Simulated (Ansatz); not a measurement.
Start from `[F][SnH2][Br]` and change one atom or group to get `[CH3][SnH2][F]`.

Ansatz, PBE0-D4/def2-TZVP geometries, multiplicity 1. 

Elements past krypton have def2 core potentials. Scalar relativity is left out up to krypton.

| property | `[F][SnH2][Br]` |
| --- | --- |
| LUMO energy (B3LYP/def2-TZVPP) / eV | -1.71 |
| size of the dipole moment (ωB97M-V/def2-TZVPP) / D | 2.87 |
| size of the dipole moment (B3LYP/def2-TZVPP) / D | 2.82 |
| HOMO–LUMO gap (ωB97M-V/def2-TZVPP) / eV | 11.32 |
| HOMO–LUMO gap (PBE/def2-TZVPP) / eV | 5.02 |
| LUMO energy (PBE/def2-TZVPP) / eV | -2.30 |

Q: Give the same properties after the change, and the shifts. (Best estimate.)

A: The calculation gave: 
```csv
property,`[CH3][SnH2][F]`,shift
LUMO energy (B3LYP/def2-TZVPP) / eV,-0.67,1.04
size of the dipole moment (ωB97M-V/def2-TZVPP) / D,3.05,0.18
size of the dipole moment (B3LYP/def2-TZVPP) / D,3.05,0.23
HOMO–LUMO gap (ωB97M-V/def2-TZVPP) / eV,11.98,0.66
HOMO–LUMO gap (PBE/def2-TZVPP) / eV,6.19,1.17
LUMO energy (PBE/def2-TZVPP) / eV,-1.18,1.12
```

With PBE0 the HOMO falls by 0.10 eV and the LUMO rises by 0.99 eV, so the gap widens by about 1.09 eV. PBE moves the HOMO by -0.05 eV and ωB97M-V by -0.08 eV. The zero-point energy changes by 91.9 kJ/mol with +9 modes. Dipoles are sizes alone; their direction can turn.

B3LYP here is the variant with VWN-RPA as its local correlation; programs differ in this.

Spin–orbit coupling is left out; it splits and shifts lone-pair levels of the heavy atoms by tenths of an eV.
